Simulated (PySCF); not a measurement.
A structure optimised at PBE-D3(BJ)/def2-SVP, used in a PySCF frequency run:

```xyz
10

Ga    -0.3218    -0.4715     0.0000
H     -1.8703    -0.7785     0.0000
F      0.6632    -1.9580     0.0000
C      0.7339     1.1989     0.0000
C     -0.0760     2.4996     0.0000
H      1.4062     1.1339    -0.8834
H      1.4062     1.1339     0.8834
H     -0.7321     2.5821     0.8910
H     -0.7321     2.5821    -0.8910
H      0.5832     3.3935     0.0000
```
Charge 0, spin multiplicity 1.

Task: Write its SMILES, formula and point group.

Result: C[CH2][GaH][F], C2H6FGa, Cs

Task: What are its rotational constants (standard atomic weights)?

Result: 14.804, 2.4054, 2.1244 GHz
